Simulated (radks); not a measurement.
Results of a calculation; reference values are marked as such.
Task: The mean radii <r> (bohr) of the occupied orbitals of an atom or ion are listed with their occupations. Level of theory: scalar-relativistic Kohn-Sham, LDA (Slater exchange, VWN5 correlation), spin-polarised, spherical densities, finite nucleus; Fermi nuclear charge, rms radius of each element as measured or else 0.836 A^(1/3) + 0.57 fm (a radial shooting solver on a logarithmic mesh with Libxc functionals).

orbital  occ.      <r>
1s up       1  0.02276
1s down     1  0.02276
2s up       1  0.09682
2s down     1  0.09680
2p up       3  0.08522
2p down     3  0.08520
3s up       1   0.2489
3s down     1   0.2490
3p up       3   0.2456
3p down     3   0.2457
3d up       5   0.2213
3d down     4   0.2214

Name the element and its charge. Open shells, if any, are filled with parallel spins first.

Result: Z = 62, samarium, charge +35: Sm35+ in [Ar] 3d9. The 1s radius gives Z: for a bare nucleus <r> = (2 gamma + 1)/(2Z) with gamma = sqrt(1 - (Z/c)^2), 0.02245 bohr for Z = 62, and screening makes it slightly larger (0.02276 here). The occupations add up to 27, and the charge is Z minus that.
